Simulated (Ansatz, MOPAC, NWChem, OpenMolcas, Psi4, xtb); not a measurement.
A ladder of methods for CH5BN2 (SMILES B1NCN1)

CH5BN2, singlet, SMILES `B1NCN1`. Each level relaxes the structure for itself.

Each level gives the zero-point energy at each level's own minimum (kJ/mol). The values are calculated.

```json
{"level": "AM1", "kind": "semi-empirical", "program": "MOPAC", "value (kJ/mol)": "195.9"}
{"level": "PM3", "kind": "semi-empirical", "program": "MOPAC", "value (kJ/mol)": "185.3"}
{"level": "PM7", "kind": "semi-empirical", "program": "MOPAC", "value (kJ/mol)": "174.9"}
{"level": "GFN1-xTB", "kind": "semi-empirical", "program": "xtb", "value (kJ/mol)": "184.2"}
{"level": "HF/3-21G", "kind": "Hartree–Fock", "program": "OpenMolcas", "value (kJ/mol)": "204.3"}
{"level": "HF/6-31G* (spherical functions)", "kind": "Hartree–Fock", "program": "NWChem", "value (kJ/mol)": "205.4"}
{"level": "HF/6-31G* (Cartesian functions)", "kind": "Hartree–Fock", "program": "OpenMolcas", "value (kJ/mol)": "205.6"}
{"level": "PBE0-D4/def2-TZVP", "kind": "global hybrid", "program": "Ansatz", "value (kJ/mol)": "192.6"}
{"level": "B3LYP-D3(BJ)/def2-SVP (density fitting)", "kind": "global hybrid", "program": "Psi4", "value (kJ/mol)": "190.4"}
```

Harmonic and unscaled. The values span 174.9 to 205.6 kJ/mol.
